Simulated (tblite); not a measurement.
Compound: C₈H₁₂Si.
Geometry (GFN2-xTB, Å), atoms numbered from 1 in this order:
```xyz
21
C8H12Si angstrom
C      3.3453   -0.0642   -0.9626
C      2.2013    0.6129   -0.9367
C      0.9665    0.1402   -0.3515
C     -0.1254    0.9346   -0.3940
C     -1.4427    0.6497    0.1285
C     -2.4458    1.7525   -0.0823
C     -1.8002   -0.4783    0.7548
C     -0.9500   -1.6667    1.0503
Si     0.8555   -1.5492    0.4623
H      3.4320   -1.0475   -0.5332
H      4.2333    0.3439   -1.4149
H      2.1644    1.6019   -1.3827
H     -0.0348    1.9077   -0.8701
H     -2.1037    2.6700    0.3965
H     -3.4168    1.4890    0.3293
H     -2.5638    1.9556   -1.1465
H     -2.8256   -0.5646    1.0993
H     -0.9853   -1.8406    2.1291
H     -1.4355   -2.5408    0.6080
H      1.7719   -1.6594    1.6083
H      1.1503   -2.6298   -0.4925
```

Computed with GFN2-xTB (tblite): harmonic, unscaled wavenumbers at the GFN2-xTB geometry, gas phase. This tight-binding method is rough: wavenumbers can miss measured ones by several per cent, in bad cases by 10 to 20. Modes of hydrogen on silicon can be 10 to 20 % off. One conformer, not necessarily the lowest. The optimisation stopped once no atom felt more than 0.01 eV/Å.

Lowest wavenumbers of the output (negative numbers stand for imaginary wavenumbers):
```
mode    cm-1
  1     -28.2
  2      91.6
  3     132.3
  4     178.6
  5     181.8
  6     211.0
  7     290.6
  8     293.5
  9     331.2
 10     429.1
 11     476.5
 12     498.6
 13     501.7
 14     590.7
 15     597.3
```

Q: Is this structure a minimum?

A: Not by this Hessian. 1 mode is imaginary beyond 20i (28i cm⁻¹), so at this level the point lies at or near a first-order saddle. The curvature is small, so loose convergence or finite differences may be the whole cause.

Q: Which atoms move in the imaginary mode?

A: 28i: C8 (sp3 carbon bound to silicon) 20 %, Si9 (SiH2 silicon) 19 %, H19 (methylene hydrogen) 10 %, H18 (methylene hydrogen) 10 %. These are shares of the mass-weighted motion.

Q: What is the remedy?

A: Step along that mode in both directions, optimise again with tighter thresholds and repeat the frequencies. The zero-point energy of this point (104.8 kcal/mol) counts the 56 real modes alone, and thermal corrections from it aren't those of a minimum.

On one thread, Arm Neoverse N1 (aarch64), shared host with 64 logical CPUs at a one-minute load of 60, this took 1.7 s wall. This covers the Hessian and the dipole derivatives.
